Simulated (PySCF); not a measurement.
SMILES CS[SiH](C)SC (C3H10S2Si), GFN2-xTB optimised geometry.

```
16

Si    -0.87    -0.70     0.00
C     -1.58    -1.66    -1.47
S      1.28    -0.70     0.00
C      1.58    -0.06    -1.68
S     -1.56    -1.66     1.79
C     -0.36    -1.05     3.01
H     -1.28     0.70     0.00
H     -1.13    -2.65    -1.56
H     -2.65    -1.79    -1.35
H     -1.41    -1.13    -2.40
H      1.06     0.88    -1.80
H      2.65     0.08    -1.77
H      1.23    -0.79    -2.41
H      0.64    -1.26     2.67
H     -0.50     0.02     3.16
H     -0.56    -1.58     3.94
```

Density from PBE0/def2-TZVP in PySCF at that geometry.

Minimum of the electron density along straight lines between bonded atoms, close to the bond critical point (lines longer than 1.1 times the sum of covalent radii, or with two minima, are not listed):

```csv
bond,length / Å,ρ at the minimum / e bohr⁻³,∇²ρ there / e bohr⁻⁵,position (fraction from the first atom)
Si1–C2,1.892,0.119,___,0.39
Si1–S3,2.156,0.099,0.09,0.36
S3–C4,1.817,0.177,-0.28,0.53
Si1–S5,2.142,0.101,0.09,0.36
S5–C6,1.820,0.176,-0.28,0.53
Si1–H7,1.464,0.126,0.18,0.49
C2–H8,1.087,0.275,-0.92,0.64
C2–H9,1.085,0.275,-0.92,0.64
C2–H10,1.086,0.275,-0.92,0.64
C4–H11,1.085,0.283,-0.99,0.65
C4–H12,1.085,0.283,-0.99,0.65
C4–H13,1.085,0.284,-0.99,0.65
C6–H14,1.085,0.284,-1.00,0.65
C6–H15,1.085,0.284,-0.99,0.65
C6–H16,1.085,0.283,-0.99,0.65
```

Fill in the missing entries.


- Si1–C2, ∇²ρ there / e bohr⁻⁵: 0.15
